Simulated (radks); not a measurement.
Ionisation of the iodine ion I+, [Kr] 4d10 5s2 5p4, to [Kr] 4d10 5s2 5p3 as the strength of local exchange is varied. Calculated with a radial shooting solver on a logarithmic mesh with Libxc functionals: scalar-relativistic Kohn-Sham, Slater X-alpha exchange (alpha = 2/3 is LDA exchange), no correlation, spin-polarised, spherical densities, point nucleus; open shells are filled with parallel spins first (spin-orbit coupling, left out, can overturn this in heavy ions).

| alpha | E(I+) (hartree) | exchange (hartree) | IE (eV) | -e of the level emptied (eV) | <r> of it (bohr) |
|---|---|---|---|---|---|
| 0.64 | -7098.37540 | -162.86948 | 17.105 | 13.059 (5p) | 2.367 |
| 0.667 | -7105.26728 | -169.89665 | 17.361 | 13.313 (5p) | 2.354 |
| 0.812 | -7142.38768 | -207.85066 | 18.774 | 14.724 (5p) | 2.288 |
| 0.821 | -7144.69773 | -210.21840 | 18.864 | 14.813 (5p) | 2.284 |
| 0.995 | -7189.49702 | -256.26930 | 20.643 | 16.604 (5p) | 2.210 |
| 1.045 | -7202.41900 | -269.59886 | 21.170 | 17.137 (5p) | 2.190 |

NIST Atomic Spectra Database: 19.131 eV (measured). The Delta-SCF value meets it near alpha = 0.85. Open shells are spherical and high-spin; term and fine-structure splittings are not resolved. Spin-orbit splitting is averaged out at the scalar-relativistic level.
